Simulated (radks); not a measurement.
Valence configurations of S (all share [Ne]). Method: scalar-relativistic Kohn-Sham, PBEsol, spin-polarised, spherical densities, point nucleus; open shells are filled with parallel spins first; computed with a radial shooting solver on a logarithmic mesh with Libxc functionals. Order these by energy: 3s2 3p4; 3p6; 3s1 3p5; 3s0.5 3p5.5; 3s1.5 3p4.5.

Answer. From the lowest, in eV above it: 3s2 3p4 0.000; 3s1.5 3p4.5 5.058; 3s1 3p5 10.118; 3s0.5 3p5.5 16.047; 3p6 21.513. NIST lists [Ne] 3s2 3p4 as the ground configuration; this level of theory agrees among the configurations tried. The energies are those of spherical high-spin densities, not of single terms.
